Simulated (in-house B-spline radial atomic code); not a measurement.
The numbers below are computed, except where a source is named.
**Two electrons in Ge: a Gaussian well −V exp(−r²/w²) with V = 238 meV and w = 7.29 nm**

For Ge the NSM archive of the Ioffe Institute lists m_l = 1.6 m0, m_t = 0.08 m0 and ε = 16.2; the model takes one isotropic valley with the conductivity mass 3/(1/m_l + 2/m_t) = 0.117 m0, and so misses anisotropy and the other valleys. All triplets below are those of one valley; with several valleys two electrons can form a triplet in the 1s orbital itself, at an energy set by the valley splitting.

Effective-mass model with parabolic bands, a uniform dielectric constant, no image charges, no central-cell or spin-orbit terms. Two-electron levels come from full CI in B-splines with partial waves to l = 5 (up to 0.001 effective hartree above the limit).

(1) What are the effective units, and what is the potential in them?

In these units the lowest s and p orbitals lie at -11.1438 and -6.2505, and their Coulomb and exchange integrals are J_ss = 1.7900, J_sp = 1.4184 and K_sp = 0.2683. Full CI gives -20.5755 for the ground singlet, -16.2644 for the sp triplet, -15.7883 for the sp singlet and -13.0458 for the lowest triplet of two s orbitals.

(2) What does it cost to add the second electron, to first order and exactly?

(3) How far above the singlet do the triplets lie?

Results:

(1) Ha* = 27211.386 meV × 0.117/16.2² = 12.13 meV and a* = 0.0529177 nm × 16.2/0.117 = 7.327 nm. V = 19.6 Ha* and w = 0.995 a*.

(2) To first order E = 2ε_s + J_ss = -20.4975, so the charging energy E(2) − 2E(1) is J_ss = 21.72 meV. CI gives -20.5755 − 2 × (-11.1438) = 1.7120, or 20.77 meV: relaxation and correlation lower it by 0.9459 meV, 4.4 % of J_ss. The s² configuration of one-electron orbitals holds 99.3 % of the state, and the mean radius is 3.84 nm. The second electron is bound by ε_s − E = 114.4 meV, against 135.2 meV for the first.

(3) To first order the sp triplet lies at ε_s + ε_p + J_sp − K_sp = -16.2441, which is 51.6 meV above 2ε_s + J_ss. CI gives -16.2644 − (-20.5755) = 4.3111, or 52.3 meV, 88 % of the orbital spacing of 59.36 meV. The ss triplet lies 91.34 meV up, so the lower of the two is the sp one, and its gap equals k_BT at 607 K. The sp singlet-triplet splitting is 5.775 meV, against 2K_sp = 6.509 meV.
